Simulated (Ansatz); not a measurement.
Relaxation of H$_{7}$OW (9 atoms, charge 0, multiplicity 2), to a largest force component of 0.03 eV/Å in at most 50 steps.

Computed with UKS PBE/def2-SVP in Ansatz.

```xyz
9
Properties=species:S:1:pos:R:3:forces:R:3
W 0.186 0.074 -0.510 0.04 -0.02 -0.05
H -0.020 -0.014 2.404 -1.25 -0.07 -1.33
O 1.961 -0.171 0.024 -0.04 -0.01 0.01
H 2.276 -0.743 0.750 -0.01 0.02 -0.02
H -0.484 1.565 0.014 0.00 -0.01 0.00
H -1.139 -0.186 0.521 0.02 0.00 -0.02
H -0.768 -1.304 -0.797 0.01 0.01 0.01
H 0.028 -0.186 -2.192 0.00 0.01 0.00
H 0.457 0.012 2.947 1.24 0.07 1.41
```

Problem. Where does it end, and by what steps?

Solution. The run converged. The force dipped under the threshold on the way, but the program's further checks kept it going. After 5 steps the energy has fallen by 0.059 eV; H2 moved furthest, 0.42 Å.

```tsv
step	energy less start (eV)	largest force component (eV/Å)	accepted
0	0.0000	1.413	yes
1	-0.0539	0.101	yes
2	-0.0571	0.066	yes
3	-0.0590	0.027	yes
4	-0.0593	0.032	yes
5	-0.0594	0.018	yes
```

```xyz
9
Properties=species:S:1:pos:R:3
W 0.191 0.078 -0.633
H -0.082 0.007 2.820
O 1.953 -0.141 -0.055
H 2.262 -0.780 0.617
H -0.489 1.563 -0.112
H -1.106 -0.200 0.426
H -0.764 -1.297 -0.917
H 0.037 -0.208 -2.314
H 0.495 0.027 3.328
```

Whether the end is a true minimum wasn't checked by a vibrational analysis.

The run took 16 s on 2 threads of Arm Neoverse V1, on a shared host, peak memory 0.16 GiB.
